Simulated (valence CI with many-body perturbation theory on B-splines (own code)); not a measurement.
Results of a calculation; reference values are marked as such.
Ti9+: magnetic and hyperfine properties of the levels

Level of theory: configuration interaction combined with many-body perturbation theory (CI+MBPT): three valence electrons over a frozen Dirac-Fock core [Ne], radial functions for each j: 11 s, 11 p, 9 d, 7 f, 5 g, 2 h, 1 i, with the one-electron correlation potential Σ1, the two-electron term Σ2, the three-electron term Σ3, Breit, model QED; selected CI, second order for the rest, scaled by the run's own slope (own B-spline code, finite nucleus).

No measured spectrum was set against this ion. As an estimate, levels of excited configurations hold to 0.05 to 0.15 % of their energy, terms of the ground configuration to about 0.5 %.

A/g_I is the dipole constant over the nuclear g factor μ/I (μ in nuclear magnetons, uniformly magnetised nucleus), B/Q the quadrupole constant per barn. Both hold the static response of the core; the bare values leave it out. Large factors of s and p1/2 electrons are usually good to 5 to 10 %; those of open d and f shells near neutrality can be off by tens of per cent, and small factors of p3/2, d and f electrons come from cancelling terms and can be off by a factor of two or in sign, in half-filled shells by more. B is blank for J = 1/2, where it vanishes, and for nearly pure S terms. Energies count from the lowest level.

Names give the largest LS component (configuration and term), which can be under half, so a name can repeat, a term be missing and a line seem to break the LS rules; names also repeat where a configuration has a term twice. Letters in brackets count levels of one name in rising energy.

| Level | E (cm⁻¹) | g | A/g_I (MHz) | A/g_I bare | B/Q (MHz/b) | B/Q bare |
| --- | --- | --- | --- | --- | --- | --- |
| 3s2.3p 2P°_1/2 | 0 | 0.665 | 11500 | 10700 |  |  |
| 3s2.3p 2P°_3/2 | 7552 | 1.334 | 2380 | 2300 | 4100 | 3850 |
| 3s.3p2 4P_1/2 | 160370 | 2.667 | 22400 | 21200 |  |  |
| 3s.3p2 4P_3/2 | 163220 | 1.734 | 10300 | 9780 | 3380 | 3170 |
| 3s.3p2 4P_5/2 | 167280 | 1.598 | 10700 | 10100 | -4230 | -3970 |
| 3s.3p2 2D_3/2 | 212070 | 0.801 | -2720 | -2460 | 5240 | 4930 |
| 3s.3p2 2D_5/2 | 212630 | 1.202 | 10400 | 9750 | 7470 | 7020 |
| 3s.3p2 2S_1/2 | 264660 | 1.920 | 39900 | 37100 |  |  |
| 3s.3p2 2P_1/2 | 281300 | 0.749 | 8810 | 8100 |  |  |
| 3s.3p2 2P_3/2 | 285480 | 1.332 | -1920 | -1590 | -4160 | -3910 |
| 3s2.3d 2D_3/2 | 345300 | 0.799 | 139 | 250 | 1060 | 1060 |
| 3s2.3d 2D_5/2 | 345840 | 1.200 | 1630 | 1640 | 1510 | 1500 |
| 3p3 2D°_3/2 | 413390 | 0.808 | 725 | 675 | 150 | 152 |
| 3p3 2D°_5/2 | 414350 | 1.200 | 4430 | 4250 | -1230 | -1140 |
| 3p3 4S°_3/2 | 423900 | 1.989 | -675 | -99.1 |  |  |
| 3p3 2P°_1/2 | 462310 | 0.665 | 9680 | 8920 |  |  |
| 3p3 2P°_3/2 | 462870 | 1.326 | 1400 | 1510 | -526 | -493 |
| 3s.3p.3d 4F°_3/2 | 464140 | 0.410 | -4560 | -4210 | 2150 | 2060 |
| 3s.3p.3d 4F°_5/2 | 465710 | 1.029 | 2790 | 2710 | 2000 | 1920 |
| 3s.3p.3d 4F°_7/2 | 468000 | 1.239 | 4970 | 4750 | 2920 | 2800 |
| 3s.3p.3d 4F°_9/2 | 471100 | 1.334 | 5600 | 5350 | 4910 | 4680 |
| 3s.3p.3d 4P°_5/2 | 501310 | 1.547 | 6630 | 6360 | 1910 | 1850 |
| 3s.3p.3d 4P°_3/2 | 502770 | 1.509 | 5700 | 5530 | 1010 | 957 |
| 3s.3p.3d 4D°_1/2 | 503990 | 0.829 | -5120 | -4560 |  |  |
| 3s.3p.3d 4P°_1/2 | 506690 | 1.839 | 15200 | 14200 |  |  |
| 3s.3p.3d 4D°_3/2 | 507330 | 1.420 | 7200 | 6870 | -1380 | -1330 |
| 3s.3p.3d 4D°_7/2 | 507660 | 1.428 | 6840 | 6520 | -3550 | -3290 |
| 3s.3p.3d 4D°_5/2 | 507720 | 1.416 | 6730 | 6440 | -2420 | -2290 |
| 3s.3p.3d 2D°_3/2 [a] | 519030 | 0.804 | -5200 | -4740 | -2280 | -2120 |
| 3s.3p.3d 2D°_5/2 [a] | 519120 | 1.207 | 8120 | 7640 | -3170 | -2950 |
| 3s.3p.3d 2F°_5/2 [a] | 543190 | 0.858 | 3240 | 3060 | 4120 | 3950 |
| 3s.3p.3d 2F°_7/2 [a] | 549190 | 1.143 | 363 | 469 | 4810 | 4600 |
| 3s.3p.3d 2P°_3/2 [a] | 590650 | 1.324 | 6630 | 6290 | 812 | 794 |
| 3s.3p.3d 2P°_1/2 [a] | 593370 | 0.665 | -9030 | -8300 |  |  |
| 3s.3p.3d 2F°_7/2 [b] | 595120 | 1.143 | 6100 | 5750 | 4730 | 4530 |
| 3s.3p.3d 2F°_5/2 [b] | 596550 | 0.857 | -3010 | -2700 | 4060 | 3890 |
| 3s.3p.3d 2P°_1/2 [b] | 612760 | 0.665 | -724 | -557 |  |  |
| 3s.3p.3d 2P°_3/2 [b] | 613370 | 1.294 | 1610 | 1680 | 1180 | 1150 |
| 3s.3p.3d 2D°_3/2 [b] | 616430 | 0.848 | 2990 | 2830 | -3130 | -2920 |
| 3s.3p.3d 2D°_5/2 [b] | 617340 | 1.199 | -1170 | -903 | -3190 | -2950 |

Q: Take the isotope of mass number 47, with I = 5/2, μ = -0.78814 μN and Q = 0.302 b. What is the hyperfine structure of 3s.3p2 4P_3/2?

A: From the table A = -3260 MHz, B = 1020 MHz. Shifts from the centre of gravity in MHz: F = 1: 17800, F = 2: 10500, F = 3: 254, F = 4: -12000.
